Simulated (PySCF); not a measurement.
CH₇FSi₂.
Numbering: `[F:1][CH2:2][SiH2:3][SiH3:4]` (hydrogens: H5, H6 on C2; H7, H8 on Si3; H9, H10, H11 on Si4)

The same species was optimised twice, with GFN2-xTB and with PBE0-D3(BJ)/def2-SVP (PySCF), and the same property calculations (PySCF, gas phase) were run on both structures.

```tsv
coordinate	GFN2-xTB	PBE0-D3(BJ)/def2-SVP	change
Si4–H9 (Å)	1.464	1.493	+0.029
Si3–Si4 (Å)	2.314	2.344	+0.030
Si4–H10 (Å)	1.466	1.496	+0.030
Si4–H11 (Å)	1.468	1.496	+0.028
Si3–H7 (Å)	1.470	1.498	+0.028
Si3–H8 (Å)	1.468	1.495	+0.027
C2–Si3 (Å)	1.923	1.909	-0.014
C2–H5 (Å)	1.093	1.104	+0.011
C2–H6 (Å)	1.093	1.105	+0.012
F1–C2 (Å)	1.383	1.382	-0.001
C2–Si3–H7 (°)	103.5	108.5	+5.0
Si4–Si3–H7 (°)	116.1	111.6	-4.5
C2–Si3–H8 (°)	105.5	110.0	+4.5
Si4–Si3–H8 (°)	114.7	110.6	-4.1
Si3–Si4–H9 (°)	113.0	109.9	-3.1
Si3–Si4–H11 (°)	112.3	109.3	-3.0
F1–C2–H6 (°)	106.1	109.0	+2.9
F1–C2–H5 (°)	106.3	109.1	+2.8
F1–C2–Si3–Si4 (°)	55	48	-7
```

Rotational constants: A = 6464, B = 2313, C = 1856 MHz (GFN2-xTB) against A = 6091, B = 2452, C = 1904 MHz (PBE0-D3(BJ)/def2-SVP). Point groups within 0.08 Å: C1 and C1. Atoms that the bonding makes alike are paired by their places after alignment.

On the GFN2-xTB structure: lowest singlet, TDDFT (eV) 7.32 [CAM-B3LYP/def2-SVPD]; lowest triplet, Tamm–Dancoff (eV) 6.45 [CAM-B3LYP/def2-SVPD]; isotropic polarisability (au) 71.3 [CAM-B3LYP/def2-SVPD]; HOMO (eV) -9.79 [CAM-B3LYP/def2-SVPD]; LUMO (eV) 0.77 [CAM-B3LYP/def2-SVPD]; dipole (D) 1.58 [CAM-B3LYP/def2-SVPD]; HOMO (eV) -8.40 [PBE0/pcSseg-1]; LUMO (eV) -0.10 [PBE0/pcSseg-1]; dipole (D) 1.57 [PBE0/pcSseg-1]; GIAO shielding of F1 (ppm) 463.3 [PBE0/pcSseg-1]; GIAO shielding of C2 (ppm) 108.8 [PBE0/pcSseg-1]; GIAO shielding of Si3 (ppm) 427.6 [PBE0/pcSseg-1]; GIAO shielding of Si4 (ppm) 468.8 [PBE0/pcSseg-1].

Question: What do these properties become on the PBE0-D3(BJ)/def2-SVP structure?

Answer: 
```json
{"property": "lowest singlet, TDDFT (eV)", "level": "CAM-B3LYP/def2-SVPD", "on GFN2-xTB": "7.32", "on PBE0-D3(BJ)/def2-SVP": "7.21", "change": "-0.11"}
{"property": "lowest triplet, Tamm–Dancoff (eV)", "level": "CAM-B3LYP/def2-SVPD", "on GFN2-xTB": "6.45", "on PBE0-D3(BJ)/def2-SVP": "6.39", "change": "-0.06"}
{"property": "isotropic polarisability (au)", "level": "CAM-B3LYP/def2-SVPD", "on GFN2-xTB": "71.3", "on PBE0-D3(BJ)/def2-SVP": "73.1", "change": "+1.8"}
{"property": "HOMO (eV)", "level": "CAM-B3LYP/def2-SVPD", "on GFN2-xTB": "-9.79", "on PBE0-D3(BJ)/def2-SVP": "-9.56", "change": "+0.23"}
{"property": "LUMO (eV)", "level": "CAM-B3LYP/def2-SVPD", "on GFN2-xTB": "0.77", "on PBE0-D3(BJ)/def2-SVP": "0.89", "change": "+0.12"}
{"property": "dipole (D)", "level": "CAM-B3LYP/def2-SVPD", "on GFN2-xTB": "1.58", "on PBE0-D3(BJ)/def2-SVP": "1.62", "change": "+0.04"}
{"property": "energy, GFN2-xTB geometry as zero (kcal/mol)", "level": "CAM-B3LYP/def2-SVPD", "on GFN2-xTB": "0.0", "on PBE0-D3(BJ)/def2-SVP": "-1.7", "change": "-1.7"}
{"property": "HOMO (eV)", "level": "PBE0/pcSseg-1", "on GFN2-xTB": "-8.40", "on PBE0-D3(BJ)/def2-SVP": "-8.29", "change": "+0.11"}
{"property": "LUMO (eV)", "level": "PBE0/pcSseg-1", "on GFN2-xTB": "-0.10", "on PBE0-D3(BJ)/def2-SVP": "0.11", "change": "+0.21"}
{"property": "dipole (D)", "level": "PBE0/pcSseg-1", "on GFN2-xTB": "1.57", "on PBE0-D3(BJ)/def2-SVP": "1.64", "change": "+0.07"}
{"property": "energy, GFN2-xTB geometry as zero (kcal/mol)", "level": "PBE0/pcSseg-1", "on GFN2-xTB": "0.0", "on PBE0-D3(BJ)/def2-SVP": "-2.0", "change": "-2.0"}
{"property": "GIAO shielding of F1 (ppm)", "level": "PBE0/pcSseg-1", "on GFN2-xTB": "463.3", "on PBE0-D3(BJ)/def2-SVP": "463.4", "change": "+0.1"}
{"property": "GIAO shielding of C2 (ppm)", "level": "PBE0/pcSseg-1", "on GFN2-xTB": "108.8", "on PBE0-D3(BJ)/def2-SVP": "110.3", "change": "+1.5"}
{"property": "GIAO shielding of Si3 (ppm)", "level": "PBE0/pcSseg-1", "on GFN2-xTB": "427.6", "on PBE0-D3(BJ)/def2-SVP": "421.5", "change": "-6.1"}
{"property": "GIAO shielding of Si4 (ppm)", "level": "PBE0/pcSseg-1", "on GFN2-xTB": "468.8", "on PBE0-D3(BJ)/def2-SVP": "460.2", "change": "-8.6"}
```

The heavy atoms differ by 0.066 Å rms after alignment (one structure mirrored). Among all bonds Si3–Si4, Si4–H9 and Si4–H10 change most and about equally (+0.029 to +0.030 Å). Changes are differences of the printed values. Neither structure is proved a minimum here.

Conformer computed: `[F:1][CH2:2][SiH2:3][SiH3:4]`: F1–C2–Si3–Si4 48°.
